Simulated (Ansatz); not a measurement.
Geometry optimisation of ReSe₂.

```yaml
crystal:
  periodic: [false, false, false]
  atoms:
    - {symbol: Re, position_ang: [-0.561836, 0.098192, -0.460775]}
    - {symbol: Se, position_ang: [-0.091292, -1.940966, 0.281092]}
    - {symbol: Se, position_ang: [0.653128, 1.842774, 0.179683]}
basis:
  gaussian: {orbitals: def2-TZVP}
magnetization: {spin_polarized: true, initial_magnetization: 3}
hamiltonian: {xc: r2scan, dispersion: d4}
scf: {lower_state_search: "off"}
output: {orbitals: {seedname: orbitals}}
relax: {f_tol: 0.02, max_steps: 100}
```

```sh
$ ansatz run in.yaml --threads 4 --pin off --events-out ev --progress --plain --max-ram 3916MiB
```

Output, abridged:

```
Functional definition: r2SCAN
mean field -132831.32451771 eV, -4881.4611397202 hartree, gradient 5.0e-6 eV, S^2 3.832681; 0 other end points of the search recorded, 0 dependent functions left out
relax step   1: F+E_penalty+E_count = -132831.34714112 eV  Δ(F+E_penalty+E_count) = +0.000e0 eV  max|allowed force component| = 5.623e-1 eV/Å  Δτ_max = 0.0000 Å  (22 SCF iters, accepted)
mean field -132831.36574523 eV, -4881.4626548038 hartree, gradient 1.2e-6 eV, S^2 3.853456; 0 other end points of the search recorded, 0 dependent functions left out
relax step   2: F+E_penalty+E_count = -132831.38810007 eV  Δ(F+E_penalty+E_count) = -4.096e-2 eV  max|allowed force component| = 2.914e-1 eV/Å  Δτ_max = 0.0997 Å  (31 SCF iters, accepted)
mean field -132831.37177668 eV, -4881.4628764556 hartree, gradient 1.4e-6 eV, S^2 3.849805; 0 other end points of the search recorded, 0 dependent functions left out
relax step   3: F+E_penalty+E_count = -132831.39404886 eV  Δ(F+E_penalty+E_count) = -5.949e-3 eV  max|allowed force component| = 5.080e-2 eV/Å  Δτ_max = 0.0501 Å  (31 SCF iters, accepted)
mean field -132831.37227917 eV, -4881.4628949217 hartree, gradient 2.9e-6 eV, S^2 3.849494; 0 other end points of the search recorded, 0 dependent functions left out
relax step   4: F+E_penalty+E_count = -132831.39457751 eV  Δ(F+E_penalty+E_count) = -5.286e-4 eV  max|allowed force component| = 7.336e-3 eV/Å  Δτ_max = 0.0124 Å  (27 SCF iters, accepted)
Total energy: -132831.39458966 eV, -4881.4637148169 hartree
Atom 0 at    -0.481279     0.084109    -0.394708 Å, force     0.000402    -0.000062     0.000328 eV/Å
Atom 1 at    -0.152877    -2.042216     0.250960 Å, force     0.001238     0.007336    -0.000359 eV/Å
Atom 2 at     0.634156     1.958107     0.143748 Å, force    -0.001640    -0.007275     0.000031 eV/Å
Dipole moment:    -0.198766     0.034736    -0.163012 e Å
Checks for a lower state left out: stability, starts, cluster_reference, orbital_swaps, neighbouring_geometries, increment
```

Hardware: 4 threads of Arm Neoverse V2 on a shared host. Wall time 13 s.

In the def2 sets Re takes a core potential; there is no spin–orbit coupling. The relaxation made no stability test and no search for a lower SCF solution. The structure comes from a short search, and lower isomers may exist.
